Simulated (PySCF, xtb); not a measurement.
C₃H₇FOSi, SMILES C(C[SiH2]CF)=O. One conformer was computed; it need not be the lowest.

Harmonic wavenumbers (cm⁻¹) from xtb with GFN2-xTB at its own minimum, in rising order: 39, 57, 90, 126, 226, 293, 445, 492, 545, 645, 698, 711, 752, 757, 833, 921, 1027, 1027, 1134, 1157, 1201, 1273, 1390, 1436, 1444, 1767, 2263, 2299, 2732, 2938, 2946, 3008, 3020.

Q: What does PySCF with PBE0-D3(BJ)/def2-SVP give at its own minimum? (An estimate is asked for; the answer gives what the named calculation found.)

A: 39, 73, 102, 127, 219, 324, 472, 491, 596, 640, 714, 784, 862, 868, 936, 959, 1044, 1103, 1151, 1171, 1250, 1315, 1404, 1428, 1457, 1876, 2247, 2260, 2884, 3040, 3074, 3101, 3156. Paired by order, the mean absolute difference is 49 cm⁻¹ and the zero-point energies are 56.7 and 58.9 kcal/mol.
